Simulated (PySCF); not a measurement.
PySCF input file for ScCl₂, SMILES [Cl][Sc+][Cl], charge +1, PBE0-D3(BJ)/def2-TZVP. Coordinates come from a PBE0-D3(BJ)/def2-TZVP optimisation. The multiplicity is an assumed one; other spin states were not compared. The isomer is the one that the SMILES or the coordinates give; other isomers of the formula were not compared.

```python
import numpy as np
from pyscf import gto, scf, dft
from pyscf.hessian import thermo

mol = gto.M(
    atom='''
    Sc    0.00000000   -0.00000000    0.72615656
    Cl    0.00000000    1.83845695   -0.44850846
    Cl    0.00000000   -1.83845694   -0.44850846
    ''',
    basis='def2-TZVP',
    charge=1,
    spin=0,
    max_memory=1600,
    verbose=3,
)
mf = dft.RKS(mol, xc='pbe0').density_fit(auxbasis='def2-universal-jkfit')
mf.disp = 'd3bj'
mf.grids.level = 3
mf.conv_tol = 1e-11
mf.max_cycle = 100
mf.kernel()

# [left out here: the lines that compute and print the analytic Hessian (its translational invariance restored by hand, since the grid's response is missing), thermochemistry and intensities]
```

Program output:

```
converged SCF energy = -1680.51404078215

WARN: DFTD3 does not support analytical Hessian, using finite difference


WARN: Mole.unit (angstrom) is changed to Bohr

Mode                                 0                   1                   2
Irrep
Freq [cm^-1]                      105.7317            487.0185            540.0204
Reduced mass [au]                  37.5741             38.2363             39.9079
Force const [Dyne/A]                0.2475              5.3434              6.8569
Char temp [K]                     152.1243            700.7112            776.9691
Normal mode                   x     y     z       x     y     z       x     y     z
       0  Sc                 0.00 -0.00 -0.08   -0.00 -0.00  0.09    0.00 -0.11 -0.00
       1  Cl                -0.00  0.09  0.05    0.00  0.08 -0.06   -0.00  0.07 -0.04
       2  Cl                -0.00 -0.09  0.05   -0.00 -0.08 -0.06    0.00  0.07  0.04
temperature 298.1500 [K]
pressure 101325.00 [Pa]
Rotational constants [GHz] 13.31295 2.10894 1.82054
Symmetry number 2
Zero-point energy (ZPE) 0.00258 [Eh]   6775.473 [J/mol]
                           tot       elec      trans        rot        vib
Entropy [J/mol/K]       291.316      0.000    168.016    104.044     19.257
Cv [J/mol/K]             43.290      0.000     12.472     12.472     18.347
Cp [J/mol/K]             51.605      0.000     20.786     12.472     18.347
Internal energy [J/mol]                      3718.434   3718.434   9804.607
Internal energy [Eh]   -1680.50747  -1680.51404
Enthalpy [J/mol]                             6197.391   3718.434   9804.607
Enthalpy [Eh]          -1680.50653
Gibbs free energy [J/mol]                  -43896.467 -27302.361   4063.258
Gibbs free energy [Eh] -1680.53961
mode   freq/cm-1   IR/(km/mol)
   1      105.73        11.751
   2      487.02        36.635
   3      540.02       217.746
max |gradient| / (hartree/bohr): 7.23709024319094e-05
APT charges: [ 1.9626 -0.4813 -0.4813]
```

The calculation finished and met its thresholds.

Cost: very roughly 70 core-seconds.
